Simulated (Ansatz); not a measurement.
A single point on C₆H₁₅GaO, SMILES `C[CH](C)[Ga]([OH])[CH](C)C`.

```yaml
crystal:
  periodic: [false, false, false]
  atoms:
    - {symbol: C, position_ang: [0.726538, 1.853508, -2.273448]}
    - {symbol: C, position_ang: [0.912649, 1.438374, -0.820126]}
    - {symbol: C, position_ang: [2.304004, 0.858749, -0.574460]}
    - {symbol: Ga, position_ang: [-0.493856, 0.176006, -0.197448]}
    - {symbol: O, position_ang: [-1.819380, -0.230313, -1.353845]}
    - {symbol: C, position_ang: [-0.684453, -0.831701, 1.497851]}
    - {symbol: C, position_ang: [-0.190446, -2.263538, 1.293579]}
    - {symbol: C, position_ang: [-2.126832, -0.816949, 1.991851]}
    - {symbol: H, position_ang: [1.498522, 2.567536, -2.584964]}
    - {symbol: H, position_ang: [0.797199, 0.994915, -2.949190]}
    - {symbol: H, position_ang: [-0.242928, 2.329134, -2.446563]}
    - {symbol: H, position_ang: [0.803949, 2.329832, -0.188189]}
    - {symbol: H, position_ang: [2.462706, 0.591041, 0.473920]}
    - {symbol: H, position_ang: [2.477064, -0.042314, -1.171982]}
    - {symbol: H, position_ang: [3.085665, 1.576568, -0.850797]}
    - {symbol: H, position_ang: [-1.748016, 0.207911, -2.203769]}
    - {symbol: H, position_ang: [-0.045391, -0.349818, 2.246616]}
    - {symbol: H, position_ang: [0.860272, -2.306586, 0.990863]}
    - {symbol: H, position_ang: [-0.284931, -2.843326, 2.220002]}
    - {symbol: H, position_ang: [-0.776757, -2.782140, 0.529182]}
    - {symbol: H, position_ang: [-2.475154, 0.192312, 2.228217]}
    - {symbol: H, position_ang: [-2.806756, -1.228268, 1.241177]}
    - {symbol: H, position_ang: [-2.233648, -1.420931, 2.901531]}
basis:
  gaussian: {orbitals: def2-QZVPP}
correlation: {method: mp2}
```

```sh
$ ansatz run in.yaml --threads 4 --pin off --events-out ev --progress --plain --max-ram 66560MiB --backend cuda --devices 0, --max-vram 37GiB
```

Shortened log:

```
Functional definition: HF
5623 factors; integrals over basis functions are off by at most 9.1e-4 eV
mean field evaluation 1: about -60787.4561 eV, gradient 6.4e1 eV
mean field evaluation 2: about -60787.6235 eV, gradient 6.4e1 eV
mean field evaluation 4: about -60797.0051 eV, gradient 7.6e0 eV
mean field evaluation 8: about -60797.1548 eV, gradient 5.7e-1 eV
mean field -60797.15554689 eV, -2234.2542565560 hartree, gradient 1.6e-6 eV, S^2 0.000000; 0 other end points of the search recorded, 0 dependent functions left out
16 core orbitals not correlated: weight in the atoms' cores, before any rotation towards them, 1.000 or more for the frozen orbitals, at most 0.000 for the correlated occupied ones
reference -60797.15554689 eV, -2234.2542565560 hartree; 29, 29 occupied and 893, 893 virtual orbitals, 5623 factors
second order -51.03941155 eV of doubles, -0.00000000 eV of singles
Total energy: -60848.19495844 eV, -2236.1299203346 hartree
```

Run time 17 s (4 threads of an AMD EPYC 7R13 on a shared host and a share of an NVIDIA H100 80 GB); peak host memory 1.7 GiB.
